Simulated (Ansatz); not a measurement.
The cluster Te₄ was relaxed with PBE-D4 (def2-SVP) in Ansatz in these states: neutral quintet, neutral singlet, neutral triplet. The geometries follow in no particular order.

In the def2 sets Te takes a core potential; there is no spin–orbit coupling.

A:

```xyz
4

Te    0.508    2.017   -0.305
Te   -1.378    0.524    1.172
Te   -0.513   -2.017    0.299
Te    1.384   -0.525   -1.166
```

B:

```csv
atom,x (Å),y (Å),z (Å)
Te1,1.9603,0.1937,0.5849
Te2,0.7081,-0.3168,-1.9041
Te3,-1.9603,-0.1932,-0.5850
Te4,-0.7081,0.3163,1.9042
```

C:

Cartesian coordinates in Å:
```
Te -0.009 1.934 -0.058
Te 1.215 -0.151 -1.498
Te 0.559 -1.685 0.768
Te -1.764 -0.097 0.788
```

Question: Judge from the bond lengths which geometry belongs to which state (an estimate).

Answer: A is the neutral triplet (Te2–Te3 2.823 Å, Te1–Te4 2.823 Å, Te3–Te4 2.823 Å); B is the neutral quintet (Te2–Te3 2.979 Å, Te1–Te4 2.979 Å, Te3–Te4 2.833 Å); C is the neutral singlet (Te2–Te3 2.814 Å, Te1–Te4 2.814 Å, Te3–Te4 2.814 Å).

At PBE0-D4/def2-TZVP a singlet lies 0.37 eV below the neutral triplet. At PBE0-D4/def2-TZVP a singlet lies 1.85 eV below the neutral quintet. These are the stationary points nearest to one start from a short search; other shapes may lie lower in each state.
